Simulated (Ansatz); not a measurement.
```yaml
crystal:
  periodic: [false, false, false]
  atoms:
    - {symbol: Cl, position_ang: [-0.912889, -0.257942, 1.891897]}
    - {symbol: Ge, position_ang: [0.005635, -0.035532, -0.004585]}
    - {symbol: Cl, position_ang: [1.798401, -1.164411, -0.041701]}
    - {symbol: Cl, position_ang: [-1.305284, -0.769865, -1.498570]}
    - {symbol: Br, position_ang: [0.464036, 2.154151, -0.388240]}
basis:
  gaussian: {orbitals: aug-pcseg-2}
magnetization: {spin_polarized: true, initial_magnetization: 1}
hamiltonian: {xc: {name: CAM-B3LYP}}
accuracy: high
output: {forces: true}
```

```sh
$ ansatz run in.yaml --threads 4 --pin off --events-out ev --progress --plain --max-ram 10444MiB
```

Output, abridged:

```
Error: a molecule whose nuclei and cores have a total charge of 118 cannot have a net charge of 0 together with 1 unpaired electrons
```

**Question.** What is wrong with this run?

**Answer.** The number of unpaired electrons doesn't fit the electron count. The program refused the input.
